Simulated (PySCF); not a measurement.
Gas-phase equilibrium of 1 mol NO, 0.35 mol O2 at 600 K and 1.01 bar, among 8 species (O2, N2, O, NO, O3, N, N2O, NO2). Only gases are allowed; each row takes one source of thermochemistry for all species, and Cantera finds the minimum.

Computed with PySCF and rigid-rotor harmonic-oscillator thermochemistry at 1 bar. 'Table' is the NASA 1993 thermochemical table (part measured, part estimated). † marks an energy on the PBE0/def2-TZVP geometry and frequencies; other levels use their own. MP2 freezes the core. 6-31G* has spherical d functions here. Open shells (unrestricted) among the columns below: O2 (multiplicity 3), NO2 (multiplicity 2); the rest are closed-shell singlets. B3LYP is the form with VWN-RPA correlation. MP2 isn't extrapolated to the basis-set limit. The harmonic model lacks anharmonicity and excited electronic states, which grow with temperature; levels with a mode under 35 cm⁻¹ are left out.

Molecules larger than those listed are left out. Table species left out: NO3.

With table thermochemistry: O2 0.63, N2 0.37, NO2 2.4e-7.

Question: How far does the composition move with the other sources (B3LYP/6-31G*, B3LYP/def2-TZVP†, M06-2X/def2-TZVP†, MP2/def2-SVP†, PBE0/def2-SVP†, ωB97X-V/def2-TZVP†)?

Answer: 
```tsv
thermochemistry	x O2	x N2	x NO2
table	0.63	0.37	2.4e-7
B3LYP/6-31G*	0.63	0.37	1.2e-6
B3LYP/def2-TZVP†	0.63	0.37	8.5e-7
M06-2X/def2-TZVP†	0.63	0.37	1.0e-8
MP2/def2-SVP†	0.63	0.37	2.8e-7
PBE0/def2-SVP†	0.63	0.37	5.0e-5
ωB97X-V/def2-TZVP†	0.63	0.37	1.0e-7
```
The most sensitive of these is NO2: it spans a factor of 10^3.7 over these rows; at this temperature one factor of ten is RT ln 10 = 11 kJ/mol.
